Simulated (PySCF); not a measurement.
# Ionisation energy of Xe³⁹⁺ by level of theory

Xe³⁹⁺ [Ne] 3s2 3p3 [3p1/2^2 3p3/2^1, M_J = 3/2] → Xe⁴⁰⁺ [Ne] 3s2 3p2 [3p1/2^2, M_J = 0], as a difference of total energies. All numbers are calculated (PySCF 2.14, the two-component X2C-1e Hamiltonian, in an uncontracted even-tempered set (19 s from 8.1 bohr⁻², ratio 2.4; 14 p from 11 bohr⁻², ratio 2.4; 4 d from 38 bohr⁻², ratio 2.6; 4 f from 58 bohr⁻², ratio 2.6)). Correlated levels: 1s2 frozen; the 56 highest virtual spinors dropped. "Screened" scales the spin-orbit matrix elements by Boettger's factors to mimic the two-electron term; Breit and QED terms are absent.

| method | ionisation energy (eV) |
| --- | --- |
| GHF (spin-free) | 2848.1 |
| GMP2 (spin-free) | 2848.5 |
| GHF (screened spin-orbit) | 2812.4 |
| GMP2 (screened spin-orbit) | 2812.7 |

Breit and QED terms and the two-electron picture change are absent.

The spin-free rows relax to the high-spin LS determinant and lack the spin-orbit shift.

The labels give the starting determinants; with spin-orbit coupling the two ends relaxed to ⟨J²⟩ = 3.75, ⟨L²⟩ = 2.30, ⟨S²⟩ = 1.63 and ⟨J²⟩ = 0.00, ⟨L²⟩ = 1.34, ⟨S²⟩ = 1.34.

For comparison: 2811 ± 4 eV (theoretical estimate listed by NIST; NIST Atomic Spectra Database, ionization energies).
